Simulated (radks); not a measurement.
Results of a calculation; reference values are marked as such.
Task: These are the eigenvalues of the occupied orbitals of an atom or ion with whole-number occupations (hartree). Level of theory: scalar-relativistic Kohn-Sham, PBEsol, spin-polarised, spherical densities, finite nucleus; Fermi nuclear charge, rms radius of each element as measured or else 0.836 A^(1/3) + 0.57 fm (a radial shooting solver on a logarithmic mesh with Libxc functionals).

1s up: -2474.056
1s down: -2474.055
2s up: -425.1403
2s down: -425.1362
2p up: -372.7107
2p down: -372.7073
3s up: -97.41369
3s down: -97.41248
3p up: -81.81295
3p down: -81.81158
3d up: -63.57380
3d down: -63.57120
4s up: -19.87944
4s down: -19.87602
4p up: -14.75931
4p down: -14.75596
4d up: -8.19938
4d down: -8.19515
5s up: -2.74057
5s down: -2.69951
5p up: -1.51392
5p down: -1.45622
4f up: -0.95183
4f down: -0.94114
6s up: -0.26053
5d up: -0.20432
6p up: -0.09030

Which element is it, and in what charge state? The configuration may be excited. Open shells, if any, are filled with parallel spins first.

Result: Z = 73, tantalum, charge 0: Ta in [Xe] 4f14 5d3 6s1 6p1. The list shows which subshells hold electrons but not how many an open one holds; the 1s level, -2474.1 hartree, gives Z - s = 70.3 by -(Z - s)^2/2, which with screening and relativity narrows Z to a few neighbours, and the depths of the outer levels then fix element, charge and occupations together.
